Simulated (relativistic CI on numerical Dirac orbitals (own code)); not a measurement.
# Hyperfine structure of Er XLIX, mass number 167

Computed by Dirac-Coulomb-Breit CI, separate exchange-only KLI orbitals for each configuration, a model potential for QED, unscaled Slater integrals (own radial code, finite nucleus).

Configurations in the expansion (outside the closed core [Ne]): 3s2.3p6.3d2, 3s2.3p5.3d3, 3s.3p6.3d3, 3s2.3p6.3d.4s, 3s2.3p6.3d.4p, 3s2.3p6.3d.4d, 3s2.3p5.3d2.4s, 3s2.3p6.3d.4f, 3s2.3p5.3d2.4p, 3s2.3p5.3d2.4d, 3p6.3d4, 3p5.3d5, 3p5.3d4.4s, 3p6.3d3.4s, 3p5.3d3.4s2. Double excitations out of closed p, d and f shells are left out; levels of such configurations are missing from the list, as are those of other unlisted configurations, and high levels can miss mixing partners. These lack a partner that the ground configuration has and come out too high: 3s2.3p5.3d2.4p, 3s2.3p5.3d2.4d.

Nuclear spin I = 7/2, μ = -0.5623 μN, Q = 3.57 b (tables of Stone and Pyykkö). The electronic factors are computed for point nuclear moments, without core polarisation or the Bohr-Weisskopf and QED corrections.

```tsv
Level	E (cm⁻¹)	A (MHz)	B (MHz)
3s2.3p6.3d2 3F_2	0	-12840	17800
3s2.3p6.3d2 3F_3	383153	-7329	81500
3s2.3p6.3d2 1G_4	483476	-7756	365000
3s2.3p6.3d2 3P_1	495211	544	83700
3s2.3p6.3d2 3F_4	829891	-5298	240000
```

Levels with J = 0, under 50 % of one LS term, or S terms without an open s electron are left out. Small factors come from cancelling terms and can be off by tens of per cent or more.

At this charge energies of transitions that change n are usually good to better than 1 %, and those within a shell (Δn = 0) to a few per cent.

**Question.** Give the hyperfine levels of 3s2.3p6.3d2 3F_2 relative to its centre of gravity.

**Answer.** With K = F(F + 1) − I(I + 1) − J(J + 1), E = AK/2 + B[¾K(K + 1) − I(I + 1)J(J + 1)]/[2I(2I − 1)J(2J − 1)]: F = 3/2: 125100, F = 5/2: 85040, F = 7/2: 33440, F = 9/2: -25280, F = 11/2: -85430 MHz.

LS names give the leading component of a level, which can be under half, so a name can repeat, a term be missing and a line seem to break the LS rules.
